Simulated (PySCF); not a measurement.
Electron correlation in Ti⁹⁺ (titanium, charge +9)

[Ne] 3s2 3p1, 2P determinant. Computed with PySCF 2.14 in an even-tempered Gaussian basis (19 s from 0.32 bohr⁻², ratio 2.5; 12 p from 0.42 bohr⁻², ratio 2.5; 5 d from 2.8 bohr⁻², ratio 2.7; 5 f from 4.2 bohr⁻², ratio 2.7), with the spin-free X2C one-electron Hamiltonian (Gaussian nucleus). Frozen: 1s2; 11 electrons correlated; the 22 highest virtual orbitals of each spin left out.

| level | correlation energy (mhartree) |
| --- | --- |
| CCSD | -423.25 |
| (T) | -2.95 |
| CCSD(T) | -426.20 |

Diagnostics: T1 = 0.0032, D1 = 0.0134, largest double amplitude 0.091.

Cost of the coupled-cluster step: about 80 core-seconds, for 11 correlated electrons.
